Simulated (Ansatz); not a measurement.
C2H6AlCl (dimethylaluminum chloride): the electronic atomisation energy, rung by rung

C2H6AlCl: 10 atoms, total charge 0, spin state singlet. As SMILES, `[CH3][Al]([CH3])[Cl]`. The coordinates come from a PBE0-D4/def2-TZVP relaxation.

```xyz
10

C    -0.5177    1.3582   -0.9892
Al   -0.2523   -0.4466   -0.3224
C     0.7422   -0.9322    1.2735
Cl   -1.1123   -2.0382   -1.4154
H    -1.1214    1.3838   -1.8983
H    -1.0102    1.9814   -0.2354
H     0.4438    1.8356   -1.2060
H     0.1024   -1.4712    1.9793
H     1.1587   -0.0633    1.7888
H     1.5669   -1.6075    1.0252
```

Quantity: the electronic atomisation energy, in eV. The values are calculated. Electronic energies at fixed atoms, without zero-point motion or spin-orbit coupling.

```tsv
level	kind	program	value (eV)	less CCSD(T)/cc-pVDZ	CPU time (all runs)
HF/cc-pVDZ	Hartree–Fock	Ansatz	28.01	-6.30	4.7 s
SVWN5/cc-pVDZ	LDA	Ansatz	40.76	+6.45	8.1 s
BLYP/cc-pVDZ	GGA	Ansatz	35.61	+1.30	12 s
r2SCAN/cc-pVDZ	meta-GGA	Ansatz	36.66	+2.35	31 s
r2SCAN0/cc-pVDZ	hybrid meta-GGA	Ansatz	36.34	+2.03	25 s
HSE06/cc-pVDZ	range-separated hybrid	Ansatz	36.43	+2.12	16 s
wB97M-V/cc-pVDZ	range-separated hybrid	Ansatz	36.89	+2.58	2 min
RPA@PBE0/cc-pVDZ	RPA	Ansatz	33.43	-0.88	22 s
MP2/cc-pVDZ	perturbation theory	Ansatz	34.69	+0.38	5.5 s
CCSD(T)/cc-pVDZ	coupled cluster or CI	Ansatz	34.31	0.00	30 s
```

Differences are taken from CCSD(T)/cc-pVDZ for orientation; it has basis-set and higher-order errors of its own. Correlated wave functions underbind in double-zeta sets. The values span 28.01 to 40.76 eV. CPU times are rough (shared hosts, several kinds of processor and program).
